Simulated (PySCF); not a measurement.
C3H3Cl2F, SMILES F[C@@H]1CC1(Cl)Cl. Atoms are numbered in the order given.

```xyz
9

F     -1.9448    -0.5258    -1.0232
C     -1.3817     0.0020     0.0876
C     -0.7737     1.3760    -0.0046
C      0.1105     0.1628     0.1314
Cl     1.0416    -0.3635    -1.2692
Cl     0.9173    -0.1128     1.6843
H     -1.8848    -0.3121     1.0082
H     -0.8586     2.0515     0.8503
H     -0.7855     1.8452    -0.9920
```
Charge 0, spin multiplicity 1.

Geometry optimised at B3LYP-D3(BJ)/def2-SVP. The structure was generated by enumeration; whether it is a known compound was not checked.

Computed with ωB97X/def2-TZVP (PySCF).

Atomic charges (e):

```tsv
atom	Löwdin	IAO
F1	0.16	-0.29
C2	-0.34	0.18
C3	-0.21	-0.31
C4	-0.78	-0.01
Cl5	0.38	-0.03
Cl6	0.36	-0.05
H7	0.14	0.16
H8	0.14	0.17
H9	0.15	0.18
```

Computed Mayer and Wiberg (Löwdin basis) orders of the bonds:
```
bond    Mayer  Wiberg
------  -----  ------
F1–C2    1.07    1.71
C2–C3    0.94    1.25
C2–C4    0.92    1.22
C3–C4    0.95    1.25
C4–Cl5   1.13    1.64
C4–Cl6   1.09    1.62
C2–H7    0.98    0.85
C3–H8    0.94    0.86
C3–H9    0.95    0.85
```
